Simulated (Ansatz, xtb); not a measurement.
C2H8As2: which of two isomers lies lower

We compare I, `C[As](C)[AsH2]`, a singlet, with II, `C[AsH][AsH]C`, a singlet. Both are isolated molecules in the gas phase, relaxed with PBE0-D3(BJ)/def2-SVP; the shapes shown needn't be the lowest conformers.

I (Å):

```xyz
12

C    -0.6600   -1.5400   -0.1152
C    -0.4460    0.2891    2.1971
As    0.6101   -1.1311    1.3349
As    2.0997    0.2323   -0.0427
H    -1.5246   -2.0662    0.3164
H    -1.0134   -0.6333   -0.6280
H    -0.1785   -2.2064   -0.8450
H     0.1866    0.8217    2.9213
H    -0.8409    1.0070    1.4637
H    -1.2837   -0.1735    2.7417
H     1.1578    1.4340   -0.1198
H     2.8266    0.8050    1.1701
```

II (Å):

| atom | x (Å) | y (Å) | z (Å) |
| --- | --- | --- | --- |
| C | 1.7865 | 3.1555 | 0.3545 |
| C | -1.1821 | 1.0602 | -1.1967 |
| As | 1.0122 | 1.5516 | 1.2118 |
| As | -1.2959 | 2.0044 | 0.5361 |
| H | 1.8412 | 2.9813 | -0.7299 |
| H | 2.8101 | 3.2997 | 0.7293 |
| H | 1.1963 | 4.0616 | 0.5462 |
| H | 0.8102 | 2.2060 | 2.5786 |
| H | -1.8266 | 0.8022 | 1.3171 |
| H | -0.6221 | 1.6902 | -1.9030 |
| H | -0.6873 | 0.0834 | -1.1121 |
| H | -2.1982 | 0.9222 | -1.5937 |

Quicker runs give these differences E(II) − E(I): GFN2-xTB −1.95 kJ/mol; HF/STO-3G +2.25 kJ/mol (at GFN2-xTB geometries); r2SCAN-D4/def2-SVP +4.58 kJ/mol (at GFN2-xTB geometries).

Task: Estimate which is lower in electronic energy at CCSD(T)/def2-SVP + ΔMP2/def2-TZVPP, and by roughly how much.

Result: Too close to call at this level: CCSD(T)/def2-SVP + ΔMP2/def2-TZVPP gives E(II) − E(I) = +6.37 kJ/mol.

How the difference moves with the method:

| level | geometry | E(II) − E(I) (kJ/mol) | departure from the last row (kJ/mol) | job, with rough time for the two |
| --- | --- | --- | --- | --- |
| GFN2-xTB | GFN2-xTB | −1.95 | −8.32 | optimisation, 6.7 s |
| HF/STO-3G | GFN2-xTB | +2.25 | −4.12 | single point, 4 s |
| r2SCAN-D4/def2-SVP | GFN2-xTB | +4.58 | −1.79 | single point, 17 s |
| PBE0-D3(BJ)/def2-SVP | PBE0-D3(BJ)/def2-SVP | +4.91 | −1.46 | optimisation, 4.5 min |
| HF/def2-SVP | PBE0-D3(BJ)/def2-SVP | +4.12 | −2.25 | part of the CCSD(T) run |
| MP2/def2-SVP | PBE0-D3(BJ)/def2-SVP | +6.16 | −0.21 | part of the CCSD(T) run |
| CCSD(T)/def2-SVP | PBE0-D3(BJ)/def2-SVP | +5.53 | −0.84 | single point |
| CCSD(T)/def2-SVP + ΔMP2/def2-TZVPP | PBE0-D3(BJ)/def2-SVP | +6.37 |  | single point, 4.7 min |

As drawn, both hold the same kinds of bond in the same numbers.

GFN2-xTB finds them nearly level. The largest departure from CCSD(T)/def2-SVP + ΔMP2/def2-TZVPP is that of GFN2-xTB, 8.32 kJ/mol. The last row adds to CCSD(T) the change of the MP2 difference between the two basis sets, here +0.84 kJ/mol.

With thermal terms from frequencies at re-optimised GFN2-xTB minima (ideal gas, soft modes damped towards free rotors, one conformer each, 298.15 K, 1 atm): the zero-point term adds +0.96 kJ/mol; ΔH is +6.69 and ΔG +9.62 kJ/mol.

The correlated steps freeze 20 core orbitals; the filled d shell of As is correlated, in a basis made for valence electrons. Codes used: Ansatz 0.2.0, xtb 6.7.1; the last row on 2 threads of AMD EPYC (Zen 3) on a shared host.
